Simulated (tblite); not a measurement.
Compound: C₅H₇FO.
Atom-mapped SMILES: `[CH3:1]/[CH:2]=[C:3](/[F:4])[C:5]([CH3:6])=[O:7]` (hydrogens: H8, H9, H10 on C1; H11 on C2; H12, H13, H14 on C6)

Computed with GFN2-xTB (tblite), gas phase: nudged elastic band of 9 images (0 to 8), spring 0.2 eV/Å², climbing image at the end, force threshold 0.05 eV/Å. The top image wasn't refined or checked by frequencies; at this threshold it can lie a kcal/mol or more above the true saddle point of the method.

The band describes a rotation about C3–C5 (vinylic C–F carbon, ketone carbonyl carbon), followed by the dihedral F4–C3–C5–C6, from the optimised start (-2°) to a second optimised geometry at 177°.

Question: How does the energy change from image to image?

Answer: 
```csv
image,dihedral (°),E (kcal/mol),C3–C5 (Å),F4···C6 (Å),largest true force (eV/Å)
0,-2,0.00,1.479,2.65,0.01
1,18,0.53,1.481,2.68,0.03
2,38,2.20,1.489,2.78,0.06
3,60,4.61,1.502,2.93,0.08
4,84,6.54,1.513,3.16,0.05
5,111,7.15,1.509,3.41,0.02
6,135,7.58,1.499,3.59,0.03
7,153,7.35,1.492,3.68,0.05
8,177,7.10,1.488,3.73,0.01
```

Barriers of this band. The top is image 6 at 135°: 7.58 kcal/mol forward and 0.48 kcal/mol back; the end lies 7.10 kcal/mol above the start. The central bond is 0.020 Å longer at the top than at the start.

Question: What rate follows at 298 K for crossing this barrier forward?

Answer: Taking the electronic barrier for the free energy of activation (no zero-point or entropy terms, transmission 1), rate = (kT/h)·exp(−ΔE/kT) ≈ 2 × 10^7 s⁻¹, whose inverse is 6 × 10^-8 s. An error of 1 kcal/mol in the barrier changes this by a factor of 5, and the method and the loose band can each miss by that much or more.

Question: How would the two end points share their population at 298 K, from these energies alone?

Answer: exp(−ΔE/kT) with ΔE = 0.308 eV gives 6.2e-06 for the higher one (end) against 1 for the lower, without vibrational, rotational or degeneracy terms.

Question: How long is the path, and how are the images spaced?

Answer: Cartesian distances between aligned neighbours (all atoms, Å): 0.94, 0.96, 0.99, 1.02, 1.03, 1.04, 0.95, 1.09; the sum is 8.01 Å, and the top lies 75 % of the way along.

What follows is the cost of the whole band run. The run took about 8 s of CPU time (one thread, shared machine).
